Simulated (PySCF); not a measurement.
Isomers of C7H11NO.

All values: PBE0/pcSseg-1 (PySCF) at PBE0-D3(BJ)/def2-SVP geometries, gas phase, one conformer each.

Problem. Rank by HOMO–LUMO gap, lowest first.
A. `[O:1]=[CH:2][NH:3][C@@H:4]1[CH2:5][C@@H:6]2[CH2:7][CH2:8][C@H:9]12` with O1–C2–N3–C4 0°, C2–N3–C4–C5 -137°
B. `[O:1]=[CH:2][NH:3][C@H:4]1[CH2:5][C:6]12[CH2:7][CH2:8][CH2:9]2` with O1–C2–N3–C4 4°, C2–N3–C4–C5 -146°
C. `[CH2:1]=[CH:2][C:3](=[CH2:4])[C:5](=[O:6])[N:7]([CH3:8])[CH3:9]` with C1–C2–C3–C4 -178°, C2–C3–C5–O6 -105°, C3–C5–N7–C8 7°
D. `[CH2:1]=[C:2]1[CH2:3][CH2:4][C@@H:5]([NH:6][CH:7]=[O:8])[CH2:9]1` with C4–C5–N6–C7 -95°, C5–N6–C7–O8 -1°, C1–C2–C3–C4 170°, C2–C3–C4–C5 -20°, C3–C4–C5–N6 -79°, C4–C5–C9–C2 -41°

Solution. C (5.69 eV), D (7.05 eV), B (7.78 eV), A (8.02 eV).

All values together:

| SMILES | μ (D) | HOMO (eV) | LUMO (eV) | lowest IAO charge (e) | highest IAO charge (e) | lowest Hirshfeld charge (e) | highest Hirshfeld charge (e) |
| --- | --- | --- | --- | --- | --- | --- | --- |
| O=CN[C@H]1CC12CCC2 | 3.45 | -7.19 | 0.60 | -0.484 (O) | +0.308 (C) | -0.271 (O) | +0.136 (C/H) |
| C=CC(=C)C(=O)N(C)C | 3.79 | -6.81 | -1.12 | -0.491 (O) | +0.408 (C) | -0.283 (O) | +0.171 (C) |
| O=CN[C@@H]1C[C@@H]2CC[C@@H]21 | 3.82 | -7.30 | 0.72 | -0.483 (O) | +0.306 (C) | -0.287 (O) | +0.131 (C/H) |
| C=C1CC[C@@H](NC=O)C1 | 3.55 | -7.19 | -0.14 | -0.490 (O) | +0.304 (C) | -0.291 (O) | +0.129 (C/H) |

Conformers: `[O:1]=[CH:2][NH:3][C@H:4]1[CH2:5][C:6]12[CH2:7][CH2:8][CH2:9]2` with O1–C2–N3–C4 4°, C2–N3–C4–C5 -146°; `[CH2:1]=[CH:2][C:3](=[CH2:4])[C:5](=[O:6])[N:7]([CH3:8])[CH3:9]` with C1–C2–C3–C4 -178°, C2–C3–C5–O6 -105°, C3–C5–N7–C8 7°; `[O:1]=[CH:2][NH:3][C@@H:4]1[CH2:5][C@@H:6]2[CH2:7][CH2:8][C@H:9]12` with O1–C2–N3–C4 0°, C2–N3–C4–C5 -137°; `[CH2:1]=[C:2]1[CH2:3][CH2:4][C@@H:5]([NH:6][CH:7]=[O:8])[CH2:9]1` with C4–C5–N6–C7 -95°, C5–N6–C7–O8 -1°, C1–C2–C3–C4 170°, C2–C3–C4–C5 -20°, C3–C4–C5–N6 -79°, C4–C5–C9–C2 -41°.
